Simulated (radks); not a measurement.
Results of a calculation; reference values are marked as such.
Task: Ionisation of Kr+, [Ar] 3d10 4s2 4p5, to Kr2+, [Ar] 3d10 4s2 4p4, under several functionals. Dirac Kohn-Sham, spin-unpolarised, spherical densities, finite nucleus; open shells are shared between the two j in proportion to 2j + 1; a radial shooting solver on a logarithmic mesh with Libxc functionals. The NIST Atomic Spectra Database gives 24.360 eV (measured). Rank these functionals by the error of their Delta-SCF ionisation energy: BP86; HCTH/407; XLYP; OLYP; PBE; exchange-only B88; AM05.

Result: From best to worst: exchange-only B88 24.103 eV (-0.257); XLYP 25.046 eV (+0.686); AM05 25.166 eV (+0.806); OLYP 25.175 eV (+0.816); PBE 25.183 eV (+0.824); BP86 25.290 eV (+0.931); HCTH/407 25.474 eV (+1.114). Spin polarisation and multiplet splitting are left out, so open shells lie too high by an amount that depends on their filling. Sharing an open shell by 2j + 1 raises it above the true ground level by a part of the spin-orbit splitting, which enters the differences from NIST.

Beside tabulated values, note that spin-unpolarised runs miss the spin-polarisation part of the exchange energy of open shells.
